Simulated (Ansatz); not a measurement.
Gas-phase electronic energies from Ansatz, PBE0-D4/def2-TZVP geometries. CBS: MP2 limit from def2 TZ/QZ plus the TZ coupled-cluster correction, frozen cores. Functionals use def2-TZVPP. B3LYP here is the variant with VWN-RPA as its local correlation; programs differ in this. For Ga, Se outer-core shells are correlated without core-valence functions, which leaves a few kJ/mol of doubt a bond. Scalar relativity is left out up to krypton. Each species was taken in one conformer, which may not be the lowest.

Reaction (formal exchange of groups at the Se–Ga bond): `[BH2][GaH][Se]C` + `[Cl][GaH2]` → `C[Se][GaH][Cl]` + `[BH2][GaH2]`

`[BH2][GaH][Se]C`:

```xyz
10

B    -1.033    1.725    2.080
Ga   -0.686    0.267    0.651
Se    1.304    0.344   -0.541
C     1.095   -1.222   -1.701
H    -0.691    1.584    3.218
H    -1.582    2.754    1.808
H    -1.597   -0.941    0.225
H     1.904   -1.918   -1.490
H     0.136   -1.700   -1.514
H     1.150   -0.893   -2.737
```

`[Cl][GaH2]`:

Cartesian coordinates in Å:
```
Cl -1.200 1.056 -1.103
Ga 0.128 -0.112 0.117
H 1.605 0.377 0.143
H -0.532 -1.320 0.843
```

`C[Se][GaH][Cl]`:

Cartesian coordinates in Å:
```
C 0.069 1.133 -0.886
Se 0.838 0.837 0.893
Ga 0.070 -1.293 1.294
Cl -1.143 -2.153 -0.262
H -1.003 0.962 -0.866
H 0.278 2.172 -1.132
H 0.543 0.475 -1.610
H 0.349 -2.133 2.569
```

`[BH2][GaH2]`:

```xyz
6

B     0.077   -0.198   -1.079
Ga   -0.069    0.174    0.947
H     0.518   -1.227   -1.508
H    -0.273    0.600   -1.902
H    -1.351   -0.202    1.782
H     1.098    0.853    1.760
```

**Question.** Is it downhill or uphill in electronic energy at CCSD(T)/CBS, and by how much? (Estimate.)

**Answer.** Computed: Uphill: ΔE = +1.6 kcal/mol.

**Question.** What do these levels give: revPBE-D4, BLYP-D4, B97M-V, B3LYP-D4, B2PLYP, PBE-QIDH, CAM-B3LYP, RPA@PBE/def2-TZVPP, HF/def2-SVP, MP2/def2-TZVPP, HF/def2-QZVPP, SCS-MP2/def2-QZVPP? (Best estimate.)

**Answer.** Computed: revPBE-D4 1.2, BLYP-D4 1.3, B97M-V 1.0, B3LYP-D4 1.3, B2PLYP 1.8, PBE-QIDH 1.6, CAM-B3LYP 1.7, RPA@PBE/def2-TZVPP 1.7, HF/def2-SVP 1.5, MP2/def2-TZVPP 1.6, HF/def2-QZVPP 2.0, SCS-MP2/def2-QZVPP 1.7 kcal/mol.

Largest T1 diagnostic among the species: 0.014.

Leaving LDA and LC-ωPBE aside and taking each functional with its dispersion term where it has one, the values spread over 0.8 kcal/mol, from B97M-V to B2PLYP.
